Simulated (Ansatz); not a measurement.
Consider the formal exchange of groups at a C–Al bond: `[CH3][Al]([CH3])[C]#N` + `Cl[SiH](Cl)Cl` → `N#C[Si](Cl)(Cl)Cl` + `[CH3][AlH][CH3]`.

Calculated with Ansatz (gas phase, PBE0-D4/def2-TZVP geometries, no zero-point term in ΔE). CBS: MP2 limit from def2 TZ/QZ plus the TZ coupled-cluster correction, frozen cores. This one scheme is used for every species. Functionals use def2-TZVPP. HSE06 is defined as in plane-wave codes.

`[CH3][Al]([CH3])[C]#N`:

Cartesian coordinates in Å:
```
C 1.061 -1.447 -0.457
Al -0.204 -0.024 -0.097
C 0.029 1.586 0.955
C -1.968 -0.249 -0.905
N -3.010 -0.382 -1.383
H 2.035 -1.283 0.010
H 0.672 -2.406 -0.101
H 1.217 -1.561 -1.535
H -0.216 2.475 0.365
H 1.044 1.703 1.340
H -0.658 1.587 1.809
```

`Cl[SiH](Cl)Cl`:

Cartesian coordinates in Å:
```
Cl 0.373 1.467 -1.300
Si 0.017 0.043 0.102
Cl -1.905 -0.590 -0.049
Cl 1.271 -1.526 -0.193
H 0.244 0.606 1.439
```

`N#C[Si](Cl)(Cl)Cl`:

```xyz
6

N    -2.414    0.609    0.137
C    -1.299    0.328    0.074
Si    0.475   -0.120   -0.027
Cl    0.602   -2.032   -0.646
Cl    1.278    0.095    1.808
Cl    1.358    1.121   -1.345
```

`[CH3][AlH][CH3]`:

```xyz
10

C    -1.592    0.222   -0.631
Al    0.356    0.073   -0.629
C     1.344   -0.277    1.020
H    -2.056   -0.662   -0.179
H    -2.017    0.351   -1.629
H    -1.911    1.076   -0.022
H     1.176    0.251   -1.985
H     0.699   -0.437    1.888
H     1.989   -1.156    0.913
H     2.012    0.560    1.253
```

```json
{"level": "LDA (SPW92)", "ΔE (kJ/mol)": "57.8", "difference from CCSD(T)/CBS": "-8.6"}
{"level": "revPBE-D4", "ΔE (kJ/mol)": "54.5", "difference from CCSD(T)/CBS": "-11.9"}
{"level": "r2SCAN0-D4", "ΔE (kJ/mol)": "66.5", "difference from CCSD(T)/CBS": "0.1"}
{"level": "HSE06-D4", "ΔE (kJ/mol)": "62.8", "difference from CCSD(T)/CBS": "-3.6"}
{"level": "CAM-B3LYP-D4", "ΔE (kJ/mol)": "65.4", "difference from CCSD(T)/CBS": "-1.0"}
{"level": "PBE-QIDH", "ΔE (kJ/mol)": "65.0", "difference from CCSD(T)/CBS": "-1.4"}
{"level": "PBE", "ΔE (kJ/mol)": "62.7", "difference from CCSD(T)/CBS": "-3.7"}
{"level": "BLYP", "ΔE (kJ/mol)": "67.0", "difference from CCSD(T)/CBS": "0.6"}
{"level": "r2SCAN", "ΔE (kJ/mol)": "64.9", "difference from CCSD(T)/CBS": "-1.5"}
{"level": "r2SCANh", "ΔE (kJ/mol)": "66.0", "difference from CCSD(T)/CBS": "-0.4"}
{"level": "r2SCAN0", "ΔE (kJ/mol)": "67.5", "difference from CCSD(T)/CBS": "1.1"}
{"level": "RPA@PBE/def2-TZVPP", "ΔE (kJ/mol)": "62.5", "difference from CCSD(T)/CBS": "-3.9"}
{"level": "HF/def2-SVP", "ΔE (kJ/mol)": "74.4", "difference from CCSD(T)/CBS": "8.0"}
{"level": "CCSD/def2-SVP", "ΔE (kJ/mol)": "60.2", "difference from CCSD(T)/CBS": "-6.2"}
{"level": "MP2/def2-TZVPP", "ΔE (kJ/mol)": "61.5", "difference from CCSD(T)/CBS": "-4.9"}
{"level": "HF/CBS(def2)", "ΔE (kJ/mol)": "77.5", "difference from CCSD(T)/CBS": "11.1"}
{"level": "CCSD(T)/CBS", "ΔE (kJ/mol)": "66.4", "difference from CCSD(T)/CBS": "0"}
```

Largest T1 diagnostic among the species: 0.012.

Leaving LDA and LC-ωPBE aside and taking each functional with its dispersion term where it has one, the values, not all of them listed here, spread over 15.1 kJ/mol, from B97M-V to BHLYP-D4. LDA lies −4.9 kJ/mol from PBE without D4. The D4 term adds −6.0 kJ/mol with B3LYP and −3.2 kJ/mol with PBE0; it sums over pairs of atoms, weighted by their polarisabilities, and B3LYP, whose exchange is more repulsive, gets the larger term. From PBE to PBE0 (25 % exact exchange), in def2-TZVPP and without D4, ΔE moves by +3.2 kJ/mol.

B3LYP here is the variant with VWN-RPA as its local correlation; programs differ in this.
